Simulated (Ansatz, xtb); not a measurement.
C7H7F2+: where a starting geometry ends

The starting geometry of this gas-phase singlet was built from a drawn formula by distance geometry and a force field; its bonds are those of `C=C[C@@H]1C=C[C+](F)[C@@H]1F`.

```json
{"atom": "C", "x (Å)": "-0.9419", "y (Å)": "1.2889", "z (Å)": "-2.9148"}
{"atom": "C", "x (Å)": "-0.6363", "y (Å)": "0.2402", "z (Å)": "-2.0680"}
{"atom": "C", "x (Å)": "-0.2137", "y (Å)": "0.3886", "z (Å)": "-0.6258"}
{"atom": "C", "x (Å)": "1.1873", "y (Å)": "-0.0309", "z (Å)": "-0.4313"}
{"atom": "C", "x (Å)": "1.3547", "y (Å)": "-0.9284", "z (Å)": "0.5194"}
{"atom": "C", "x (Å)": "0.0448", "y (Å)": "-1.2640", "z (Å)": "1.0952"}
{"atom": "C", "x (Å)": "-1.0282", "y (Å)": "-0.4930", "z (Å)": "0.3380"}
{"atom": "F", "x (Å)": "-0.0966", "y (Å)": "-1.8649", "z (Å)": "2.2821"}
{"atom": "F", "x (Å)": "-1.8497", "y (Å)": "-1.3783", "z (Å)": "-0.3469"}
{"atom": "H", "x (Å)": "-0.9690", "y (Å)": "2.2900", "z (Å)": "-2.5530"}
{"atom": "H", "x (Å)": "-1.2137", "y (Å)": "1.0844", "z (Å)": "-3.9306"}
{"atom": "H", "x (Å)": "-0.6340", "y (Å)": "-0.7729", "z (Å)": "-2.4537"}
{"atom": "H", "x (Å)": "-0.3255", "y (Å)": "1.4624", "z (Å)": "-0.3407"}
{"atom": "H", "x (Å)": "2.0473", "y (Å)": "0.4270", "z (Å)": "-0.9539"}
{"atom": "H", "x (Å)": "2.2816", "y (Å)": "-1.3459", "z (Å)": "0.9616"}
{"atom": "H", "x (Å)": "-1.6311", "y (Å)": "0.1000", "z (Å)": "1.0375"}
```

Problem. Where would you expect an optimisation with r2SCAN-D4/def2-SVP to take it?

Solution. It keeps its bonds, and is `C=C[C@@H]1C=C[C+](F)[C@@H]1F`.

The energy falls by 0.74 eV over 20 steps:

| step | E − E(last) (eV) |
| --- | --- |
| 1 | 0.742 |
| 3 | 0.174 |
| 5 | 0.103 |
| 7 | 0.068 |
| 9 | 0.029 |
| 12 | 0.015 |
| 14 | 0.004 |
| 16 | 0.001 |
| 18 | 0.000 |
| 20 | 0.000 |

Final geometry (Å):

```yaml
atoms:
  - { symbol: C, position_ang: [-0.6593, 0.9951, -2.9465] }
  - { symbol: C, position_ang: [-0.6376, 0.1523, -1.9057] }
  - { symbol: C, position_ang: [-0.3960, 0.6034, -0.4630] }
  - { symbol: C, position_ang: [1.0460, 0.3070, -0.3258] }
  - { symbol: C, position_ang: [1.2926, -0.9082, 0.3144] }
  - { symbol: C, position_ang: [0.0651, -1.3383, 0.7980] }
  - { symbol: C, position_ang: [-1.0491, -0.3568, 0.5540] }
  - { symbol: F, position_ang: [-0.1553, -2.4367, 1.4142] }
  - { symbol: F, position_ang: [-2.1783, -0.9683, 0.1293] }
  - { symbol: H, position_ang: [-0.4996, 2.0730, -2.8353] }
  - { symbol: H, position_ang: [-0.8673, 0.6216, -3.9537] }
  - { symbol: H, position_ang: [-0.7549, -0.9299, -2.0431] }
  - { symbol: H, position_ang: [-0.6523, 1.6655, -0.3352] }
  - { symbol: H, position_ang: [1.8238, 0.9633, -0.7318] }
  - { symbol: H, position_ang: [2.2512, -1.4163, 0.4380] }
  - { symbol: H, position_ang: [-1.2530, 0.1767, 1.5073] }
```

From the same start GFN2-xTB ends elsewhere, differing in C2–C4 (1.76 against 2.31 Å here).

The end wasn't checked by frequencies. Run with Ansatz 0.2.0, 59 s on 4 threads of Arm Neoverse V1, with other jobs on the host.
